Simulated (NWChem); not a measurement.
System: CH4F2Ge; SMILES [CH3][GeH]([F])[F]

Computed with NWChem. All runs use the structure optimised with PBE0/def2-SVP. Vertical excitations in the gas phase; the lowest state need not have the same character in each row.

```csv
level,"lowest excitation, singlet (eV)",oscillator strength of that lowest state,"lowest state with f > 0.02, singlet (eV)",oscillator strength of that bright state,orbital gap (eV)
"PBE/def2-SVP, TDA",8.00,0.000,8.21,0.045,7.78
"B3LYP/def2-SVP, TDA",[?],0.000,[?],[?],[?]
"LRC-wPBEh/def2-SVP, TDA",8.78,0.001,9.80,0.361,13.92
"CAM-B3LYP/def2-SVP, TDA",8.76,0.001,9.65,0.325,12.75
```

Q: What belongs in the gaps?

A: 
- B3LYP/def2-SVP, TDA, lowest excitation, singlet (eV): 8.53
- B3LYP/def2-SVP, TDA, lowest state with f > 0.02, singlet (eV): 8.81
- B3LYP/def2-SVP, TDA, oscillator strength of that bright state: 0.039
- B3LYP/def2-SVP, TDA, orbital gap (eV): 9.77
